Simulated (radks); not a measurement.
Results of a calculation; reference values are marked as such.
Task: Radial electron density D(r) = 4 pi r^2 rho(r) of an atom or ion with 26 electrons. Code: a radial shooting solver on a logarithmic mesh with Libxc functionals. Model: Dirac Kohn-Sham, relativistic LDA (MacDonald-Vosko exchange, VWN5 correlation), spin-unpolarised, spherical densities, finite nucleus; Fermi nuclear charge, rms radius of each element as measured or else 0.836 A^(1/3) + 0.57 fm.

| r (bohr) | D(r) (e/bohr) |
|---|---|
| 0.003104 | 3.687 |
| 0.003883 | 5.371 |
| 0.004858 | 7.716 |
| 0.006127 | 11.02 |
| 0.007665 | 15.21 |
| 0.009666 | 20.63 |
| 0.01209 | 26.73 |
| 0.01525 | 33.43 |
| 0.01908 | 39.35 |
| 0.02406 | 43.63 |
| 0.0301 | 44.85 |
| 0.03766 | 42.99 |
| 0.0475 | 39.30 |
| 0.05942 | 37.13 |
| 0.07494 | 39.47 |
| 0.09375 | 46.12 |
| 0.1182 | 52.51 |
| 0.1479 | 51.63 |
| 0.1865 | 42.04 |
| 0.2334 | 31.68 |
| 0.292 | 28.91 |
| 0.3682 | 33.11 |
| 0.4606 | 34.09 |
| 0.5809 | 25.97 |
| 0.7268 | 14.03 |
| 0.9166 | 4.927 |
| 1.147 | 1.143 |
| 1.446 | 0.1454 |
| 1.809 | 0.01049 |

What is the nuclear charge?

Result: Z = 36. The innermost maximum, from 1s, lies near gamma/Z bohr with gamma = sqrt(1 - (Z/c)^2) = 0.965, here 0.0268 bohr (found: 0.0294), and its height grows with Z. The density is that of the krypton ion Kr10+ in [Ar] 3d8; the configuration itself is not fixed sharply by these data, and Z only to about a unit. D(r) has 3 maxima, at r = 0.0294, 0.130, 0.425 bohr, and minima at 0.0604, 0.278 bohr, inside which lie 2.08, 11.07 electrons.
